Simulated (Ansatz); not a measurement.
# Competing steps

Reactants: BNH₃ClO ([NH2][B]([OH])[Cl]) (brackets give SMILES or just the links). Saddle points were found for several chosen steps; others may exist. Gas-phase electronic energies, without zero-point energy, by CCSD(T) at an estimated basis limit (MP2 extrapolated from triple and quadruple zeta, plus CCSD(T) − MP2 in triple zeta); Ansatz 0.2.0, def2-TZVPP and QZVPP, frozen cores, on PBE0-D4/def2-TZVP structures. Extrapolation: Hartree–Fock as exp(−7.88 √X), correlation as X^−2.97. No counterpoise correction.

(1) Rank the steps by the energy of their saddle points, lowest first, and give each saddle's height above the lowest. (Judge from chemistry; the value comes from the calculation.)
A. 1,2-elimination, to BClO + NH₃, still joined by a dative B–N bond (breaks or loosens B–N, H–O; forms H–N)
B. 1,2-elimination, to BNHCl ([NH][B][Cl]) + H₂O, still joined by a dative B–O bond (breaks or loosens B–O, H–N; forms H–O)

(2) Does the lowest of these saddles lead to the lowest end structure (the products still in contact)? (Judge from chemistry; the calculation decides.)

T1 diagnostic: at most 0.014.

For scale, one of the runs: CCSD(T)/def2-TZVPP, 177 basis functions, launched by `ansatz run in.yaml --threads 2 --pin off --events-out ev --progress --plain --max-ram 4352MiB`. The run took 44 s on 2 CPU threads of an Arm Neoverse V1 (shared host), with 1.7 GiB of host memory at its peak.

Answers

(1) Computed: A (0.00 kcal/mol), B (19.01 kcal/mol). Heights count from the lowest.

The lowest of these saddles lies at 48.89 kcal/mol relative to the reactant.

(2) The calculation gives: Yes. Relative to the reactant, the ends lie at 28.32 (BClO + NH₃); 66.75 (BNHCl ([NH][B][Cl]) + H₂O) kcal/mol.
